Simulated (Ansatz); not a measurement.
Mulliken charges of CH5BO3, SMILES `OBOCO` from ωB97M-V/def2-TZVPP in Ansatz (PBE0-D4/def2-TZVP geometry).

```json
{"atom": "O1", "x (Å)": "-0.788", "y (Å)": "1.578", "z (Å)": "1.636", "charge (e)": "-0.258"}
{"atom": "B2", "x (Å)": "0.016", "y (Å)": "0.875", "z (Å)": "0.801", "charge (e)": "0.181"}
{"atom": "O3", "x (Å)": "-0.585", "y (Å)": "0.234", "z (Å)": "-0.233", "charge (e)": "-0.307"}
{"atom": "C4", "x (Å)": "0.163", "y (Å)": "-0.607", "z (Å)": "-1.074", "charge (e)": "0.134"}
{"atom": "O5", "x (Å)": "0.176", "y (Å)": "-1.915", "z (Å)": "-0.610", "charge (e)": "-0.315"}
{"atom": "H6", "x (Å)": "-0.299", "y (Å)": "2.021", "z (Å)": "2.332", "charge (e)": "0.188"}
{"atom": "H7", "x (Å)": "1.209", "y (Å)": "0.829", "z (Å)": "0.948", "charge (e)": "0.005"}
{"atom": "H8", "x (Å)": "1.208", "y (Å)": "-0.289", "z (Å)": "-1.116", "charge (e)": "0.083"}
{"atom": "H9", "x (Å)": "-0.292", "y (Å)": "-0.531", "z (Å)": "-2.067", "charge (e)": "0.109"}
{"atom": "H10", "x (Å)": "-0.726", "y (Å)": "-2.247", "z (Å)": "-0.614", "charge (e)": "0.181"}
```

**Question.** By hand: the dipole of these point charges (1 e Å = 4.8032 D).

**Answer.** Σ q r = (0.239, 0.097, -0.143) e Å, of length 0.295 e Å = 1.42 D.

**Question.** How does the dipole of the full density compare? (An estimate is asked.)

**Answer.** Ansatz gave: (0.114, 0.096, -0.004) e Å, 0.72 D; the point charges give 1.97 times that, at 32° from its direction.

Point charges leave out the atoms' own dipoles, such as those of lone pairs, and Mulliken's split depends on the basis, so the two needn't agree.
